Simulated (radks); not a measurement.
Results of a calculation; reference values are marked as such.
Problem. The mean radii <r> (bohr) of the occupied orbitals of an atom or ion are listed with their occupations. Code: a radial shooting solver on a logarithmic mesh with Libxc functionals. Model: non-relativistic Kohn-Sham, LB94 model potential, spin-polarised, spherical densities, point nucleus.

| orbital | occ. | <r> |
|---|---|---|
| 1s down | 1 | 0.03458 |
| 1s up | 1 | 0.03458 |
| 2s up | 1 | 0.1505 |
| 2s down | 1 | 0.1505 |
| 2p up | 3 | 0.1287 |
| 2p down | 3 | 0.1287 |
| 3s up | 1 | 0.4129 |
| 3s down | 1 | 0.4137 |
| 3p up | 3 | 0.4054 |
| 3p down | 3 | 0.4063 |
| 3d up | 5 | 0.3779 |
| 3d down | 5 | 0.3788 |
| 4s up | 1 | 0.9491 |
| 4s down | 1 | 0.9398 |
| 4p up | 3 | 0.9875 |

Name the element and its charge. Open shells, if any, are filled with parallel spins first.

Solution. Z = 44, ruthenium, charge +11: Ru11+ in [Ar] 3d10 4s2 4p3. The 1s radius gives Z: for a bare nucleus <r> = 1.5/Z, 0.03409 bohr for Z = 44, and screening makes it slightly larger (0.03458 here). The occupations add up to 33, and the charge is Z minus that.
